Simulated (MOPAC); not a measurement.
Input for MOPAC: AM1 on NaSi, 2S+1 = 4, a spin state set in the input, which need not be the lowest, a point of a bond scan (R = 2.638 Å).

```
AM1 1SCF PRECISE CHARGE=0 UHF MS=1.5 THREADS=1
NaSi

Na     0.00000000 1     0.00000000 1     0.00000000 1
Si     0.00000000 1     0.00000000 1     2.63819500 1
```

It printed:

```
*******************************************************************************
 **                                                                           **
 **                              MOPAC v23.2.5                                **
 **                                                                           **
 *******************************************************************************
 ** MOPAC's Digital Object Identifier: https://doi.org/10.5281/zenodo.6511958 **
 **                                                                           **
 ** Please cite the open-source release paper for use of this MOPAC version:  **
 ** J. E. Moussa and J. J. P. Stewart (2026)                                  **
 ** MOPAC: An open-source semiempirical molecular orbital program             **
 ** J. Open Source Softw., 11(119), 8025, https://doi.org/10.21105/joss.08025 **
 *******************************************************************************

                              AM1 CALCULATION RESULTS

 *******************************************************************************
 *  AM1        - The AM1 Hamiltonian to be used
 *  UHF        - UNRESTRICTED HARTREE-FOCK CALCULATION
 *
 *
 *
 *                 CHARGE ON SYSTEM = 0
 *
 *
 *
 *  MS=        - IN MECI, MAGNETIC COMPONENT OF SPIN =  1.5
 *  PRECISE    - TIGHTER CRITERIA TO BE USED
 *  1SCF       - DO 1 SCF AND THEN STOP
 *  THREADS=1  - MULTI-THREADING NOT USED
 *  T=         - A TIME OF 172800.0 SECONDS REQUESTED
 *  DUMP=N     - RESTART FILE WRITTEN EVERY 7200.0 SECONDS REQUESTED
 *******************************************************************************
AM1 1SCF PRECISE CHARGE=0 UHF MS=1.5 THREADS=1
 NaSi

   ATOM   CHEMICAL          X               Y               Z
  NUMBER   SYMBOL      (ANGSTROMS)     (ANGSTROMS)     (ANGSTROMS)

     1      Na          0.00000000  *   0.00000000  *   0.00000000  *
     2      Si          0.00000000  *   0.00000000  *   2.63819500  *



          CARTESIAN COORDINATES

    NO.       ATOM           X           Y           Z

     1        Na          0.0000      0.0000      0.0000
     2        Si          0.0000      0.0000      2.6382

 Na: (AM1): J. J. P. STEWART, J. MOL. MOD., 10, 155-164 (2004)
 Si: (AM1): M.J.S.DEWAR, C. JIE, ORGANOMETALLICS, 6, 1486-1490 (1987).

           Empirical Formula: Na Si  =     2 atoms



      MOLECULAR POINT GROUP   :   C*v


          UHF CALCULATION, NO. OF ALPHA ELECTRONS =    4
                           NO. OF BETA  ELECTRONS =    1

 -------------------------------------------------------------------------------
 AM1 1SCF PRECISE CHARGE=0 UHF MS=1.5 THREADS=1
 NaSi



     1SCF WAS SPECIFIED, SO BFGS WAS NOT USED
     SCF FIELD WAS ACHIEVED


                              AM1 CALCULATION
                                                       MOPAC v23.2.5 Linux




          FINAL HEAT OF FORMATION =         59.52743 KCAL/MOL =     249.06275 KJ/MOL


          COSMO AREA              =        124.22 SQUARE ANGSTROMS
          COSMO VOLUME            =        121.12 CUBIC ANGSTROMS

          IONIZATION POTENTIAL    =          6.529514 EV
          ALPHA SOMO LUMO (EV)    =         -7.478 -0.883
          BETA  SOMO LUMO (EV)    =         -6.530 -1.045
          NO. OF ALPHA ELECTRONS  =          4
          NO. OF BETA  ELECTRONS  =          1
          MOLECULAR WEIGHT        =         51.0753         POINT GROUP:  C*v

          MOLECULAR DIMENSIONS (Angstroms)

            Atom       Atom       Distance
           Si     2   Na     1     2.63820
           Si     2   Na     1     0.00000
           Na     1   Si     2     0.00000


          SCF CALCULATIONS        =          1





   ATOM   CHEMICAL          X               Y               Z
  NUMBER   SYMBOL      (ANGSTROMS)     (ANGSTROMS)     (ANGSTROMS)

     1      Na          0.00000000  *   0.00000000  *   0.00000000  *
     2      Si          0.00000000  *   0.00000000  *   2.63819500  *

                             CARTESIAN COORDINATES

   1   Na        0.000000000     0.000000000     0.000000000
   2   Si        0.000000000     0.000000000     2.638195000


           Empirical Formula: Na Si  =     2 atoms



      MOLECULAR POINT GROUP   :   C*v


          ALPHA EIGENVALUES
 -10.17927  -7.51908  -7.47816  -7.47816  -0.88346   1.64714   1.64714   4.25225


           BETA EIGENVALUES
  -6.52951  -1.04501   0.48940   0.48940   1.84890   1.84890   2.18577   4.55875


              NET ATOMIC CHARGES AND DIPOLE CONTRIBUTIONS

  ATOM NO.   TYPE          CHARGE      No. of ELECS.   s-Pop       p-Pop
    1         Na           0.419601        0.5804     0.34538     0.23502
    2         Si          -0.419601        4.4196     1.16979     3.24981
 DIPOLE           X         Y         Z       TOTAL
 POINT-CHG.     0.000     0.000    -5.317     5.317
 HYBRID        -0.000     0.000    -1.222     1.222
 SUM           -0.000     0.000    -6.540     6.540


          ATOMIC ORBITAL ELECTRON POPULATIONS

     Atom    s        px        py        pz
    1 Na   0.34538   0.01368   0.01368   0.20766
    2 Si   1.16979   0.98632   0.98632   1.27717


                    (SZ)    =    1.500000
                    (S**2)  =    3.853702


          ATOMIC ORBITAL SPIN POPULATIONS

    Atom   Total    s     px     py     pz
         Atomic
    1 Na -0.2478 -0.206  0.014  0.014 -0.069
    2 Si  3.2478  0.709  0.986  0.986  0.566

 **********************
 *                    *
 * JOB ENDED NORMALLY *
 *                    *
 **********************




 == MOPAC DONE ==
```

The run finished. Its determinant has ⟨S²⟩ = 3.85, a mixture of spin states.

Cost: very roughly 0.03 core-seconds.
